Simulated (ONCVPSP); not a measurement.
**Reading a pseudo-wave (Zn)**

Columns: radius, all-electron u(r) and pseudo u(r) of the 3d shell (level -10.08 eV) of zinc in the configuration [Ne] 3s2 3p6 3d10 4s2; revPBE, scalar-relativistic, ONCV scheme, ONCVPSP 4.0.1.

```json
{"r (bohr)": "0.068", "all-electron": "0.0512", "pseudo": "0.0052"}
{"r (bohr)": "0.135", "all-electron": "0.2258", "pseudo": "0.0387"}
{"r (bohr)": "0.202", "all-electron": "0.4515", "pseudo": "0.1203"}
{"r (bohr)": "0.270", "all-electron": "0.6646", "pseudo": "0.2581"}
{"r (bohr)": "0.338", "all-electron": "0.8306", "pseudo": "0.4417"}
{"r (bohr)": "0.405", "all-electron": "0.9424", "pseudo": "0.6452"}
{"r (bohr)": "0.473", "all-electron": "1.0082", "pseudo": "0.8455"}
{"r (bohr)": "0.540", "all-electron": "1.0343", "pseudo": "1.0091"}
{"r (bohr)": "0.608", "all-electron": "1.0321", "pseudo": "1.1215"}
{"r (bohr)": "0.675", "all-electron": "1.0101", "pseudo": "1.1707"}
{"r (bohr)": "0.742", "all-electron": "0.9754", "pseudo": "1.1630"}
{"r (bohr)": "0.810", "all-electron": "0.9322", "pseudo": "1.1098"}
{"r (bohr)": "0.878", "all-electron": "0.8849", "pseudo": "1.0287"}
{"r (bohr)": "0.945", "all-electron": "0.8364", "pseudo": "0.9385"}
{"r (bohr)": "1.013", "all-electron": "0.7873", "pseudo": "0.8496"}
{"r (bohr)": "1.080", "all-electron": "0.7398", "pseudo": "0.7724"}
{"r (bohr)": "1.148", "all-electron": "0.6933", "pseudo": "0.7067"}
{"r (bohr)": "1.215", "all-electron": "0.6497", "pseudo": "0.6535"}
{"r (bohr)": "1.283", "all-electron": "0.6076", "pseudo": "0.6081"}
{"r (bohr)": "1.350", "all-electron": "0.5687", "pseudo": "0.5686"}
{"r (bohr)": "1.418", "all-electron": "0.5315", "pseudo": "0.5315"}
{"r (bohr)": "1.485", "all-electron": "0.4973", "pseudo": "0.4972"}
{"r (bohr)": "1.553", "all-electron": "0.4648", "pseudo": "0.4647"}
{"r (bohr)": "1.620", "all-electron": "0.4349", "pseudo": "0.4349"}
{"r (bohr)": "1.688", "all-electron": "0.4067", "pseudo": "0.4066"}
{"r (bohr)": "1.755", "all-electron": "0.3807", "pseudo": "0.3807"}
```

How many radial nodes do the two functions have?

The all-electron 3d function has n − l − 1 = 0; the pseudo-wave has 0.

At about which radius was the pseudo-wave matched?

1.35 bohr. The columns agree to 0.0005 from 1.28 bohr on; several derivatives are matched, so the curves merge somewhat inside the radius.

Where does each function peak?

Outermost all-electron maximum near 0.54 bohr, pseudo maximum near 0.68 bohr (to the table’s step).

Is the pseudo-wave norm-conserving?

Yes: the ONCV scheme keeps the norm inside the radius equal to the all-electron one, which fixes the energy derivative of the logarithmic derivative at the level.
